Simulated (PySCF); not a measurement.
Input of a run (PBE0-D3(BJ)/def2-SVP geometry optimisation, gas phase (PySCF 2.14.0)), started from GFN2-xTB:
```
{"job": {"xc": "PBE0", "basis": "def2-SVP", "d3": "d3bj", "grid": 1, "shake": 0.01, "kind": "geom"}, "charge": 0, "multiplicity": 1}
N      1.444140    -0.316690    -0.293140
Ga    -0.057990     1.041360     0.467000
C     -1.574510    -0.261310     0.056780
F     -2.846420    -0.321070     0.184140
F     -1.286490    -0.527660    -1.283540
F     -1.063470    -1.387830     0.698100
H      2.388050     0.061490    -0.240930
H      1.238350    -0.488570    -1.284550
H      1.385390    -1.173250     0.229180
H      0.350170     1.128850     1.966720
H      0.060900     2.218830    -0.515410
```

Output (energies in Eh, forces in Eh/bohr):
```
step   0  E = -2319.06890767  max force = 0.061379
step   1  E = -2319.07955454  max force = 0.021179
step   2  E = -2319.07666388  max force = 0.021467
step   3  E = -2319.08003729  max force = 0.016340
step   4  E = -2319.08103912  max force = 0.011242
step   5  E = -2319.08178493  max force = 0.005440
step   6  E = -2319.08197517  max force = 0.003068
step   7  E = -2319.08201864  max force = 0.001250
step   8  E = -2319.08202581  max force = 0.000297
optimisation converged
```

Summarise the run.

The energy falls by 34.4 kJ/mol over 9 energy and gradient evaluations, the largest force component goes from 0.0614 to 3.0e-04 Eh/bohr, and the atoms move by 0.128 Å rms after alignment. The bond that changes most is C3–F4 (CF3 carbon to fluorine of a CF3 group), which lengthens by 0.059 Å. Bonds longer at the end by more than 0.005 Å: 4 of 10; shorter: 5. Among the angles that change most is Ga2–C3–F4, from 138.5° to 117.9°. The energy rose by more than 1e-6 Eh at step 2. The first step brought 81 % of the lowering.

What are the final bond lengths?

N1–Ga2 2.127 Å, Ga2–C3 2.031 Å, C3–F4 1.339 Å, C3–F5 1.364 Å, C3–F6 1.363 Å, N1–H7 1.019 Å, N1–H8 1.021 Å, N1–H9 1.021 Å, Ga2–H10 1.571 Å, Ga2–H11 1.571 Å. Numbering counts from 1 in the input's order; the species is `[NH3+][GaH2-][C](F)(F)F`.

The run used 127 basis functions and 61 SCF cycles in all. The run took 69 s on Arm Neoverse V1, one thread, shared host with 32 logical CPUs at a one-minute load of 30, and the process peaked at 0.53 GiB of memory.

Not checked by PBE0-D3(BJ)/def2-SVP frequencies.

The values belong to the conformer `[NH3+:1][GaH2-:2][C:3]([F:4])([F:5])[F:6]`: N1–Ga2–C3–F4 180°.
